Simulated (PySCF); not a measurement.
Dipole response of K (potassium, neutral)

[Ar] 4s1, 2S determinant. All numbers are calculated (PySCF 2.14, the spin-free X2C one-electron Hamiltonian (Gaussian nucleus), in dyall-av3z). Coupled (time-dependent) response in atomic units; α is the mean over directions.

| method | mean α (bohr³) | C₆ (like pair) | S(−4) |
| --- | --- | --- | --- |
| LC-wPBE | 439.3 | 7130 | 188300 |

S(−4) is the Cauchy moment in α(ω) = α(0) + S(−4) ω² + …

Reference α: 289.7 ± 0.3 bohr³ (recommended; Schwerdtfeger and Nagle, table of static dipole polarizabilities (2023 update)). Published C₆: 3923 (Chu and Dalgarno (2004); Tang, Norbeck and Certain (1976)).

α(iu) at LC-wPBE:

```json
{"u (hartree)": "0", "α(iu) (bohr³)": "439.3"}
{"u (hartree)": "0.0500", "α(iu) (bohr³)": "213.6"}
{"u (hartree)": "0.100", "α(iu) (bohr³)": "86.87"}
{"u (hartree)": "0.200", "α(iu) (bohr³)": "29.12"}
{"u (hartree)": "0.300", "α(iu) (bohr³)": "16.03"}
{"u (hartree)": "0.500", "α(iu) (bohr³)": "8.454"}
{"u (hartree)": "0.750", "α(iu) (bohr³)": "5.373"}
{"u (hartree)": "1.00", "α(iu) (bohr³)": "3.851"}
{"u (hartree)": "1.50", "α(iu) (bohr³)": "2.270"}
{"u (hartree)": "2.00", "α(iu) (bohr³)": "1.484"}
{"u (hartree)": "3.00", "α(iu) (bohr³)": "0.7674"}
{"u (hartree)": "5.00", "α(iu) (bohr³)": "0.3147"}
```

A single London oscillator, α(iu) = α/(1 + u²/ω²), gives C₆ = (3/4) ω α². Matching the computed C₆ needs ω = 4 × 7130 / (3 × 439.3²) = 0.0493 hartree.
